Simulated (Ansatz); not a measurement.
`C[S][SbH2]`, relaxed with RKS PBE-D4/def2-SVP in the Gaussian-basis code of Ansatz from a rough embedded geometry. The force threshold is 0.03 eV/Å; the program also tests the step.

Total charge 0; spin multiplicity 1. Sb: def2 effective core potential.

Start:

```xyz
8

C    -0.017   -1.102   -0.709
S    -0.108   -0.761    1.042
Sb    0.760    1.496    0.711
H     0.997   -1.020   -1.111
H    -0.649   -0.474   -1.320
H    -0.364   -2.219   -0.892
H    -0.803    2.056   -0.015
H     0.184    2.023    2.294
```

Problem. How much energy does the relaxation release, and in how many steps? (An estimate is asked.)

Solution. Ansatz gave: 5.76 kcal/mol, in 14 steps, 2 of them rejected.

Problem. Which bonds change most? (An estimate is asked.)

Solution. Computed: C1–H6 from 1.184 to 1.108 Å; Sb3–H7 from 1.812 to 1.742 Å; C1–S2 from 1.786 to 1.836 Å; S2–Sb3 from 2.441 to 2.472 Å.

Problem. Give the relaxed structure. (Estimate.)

Solution. Ansatz gave: 
```xyz
8

C     0.033   -1.286   -0.806
S    -0.549   -0.524    0.761
Sb    0.460    1.721    0.530
H     1.138   -1.274   -0.892
H    -0.417   -0.809   -1.699
H    -0.304   -2.341   -0.767
H    -1.034    2.611    0.628
H     0.672    1.901    2.245
```
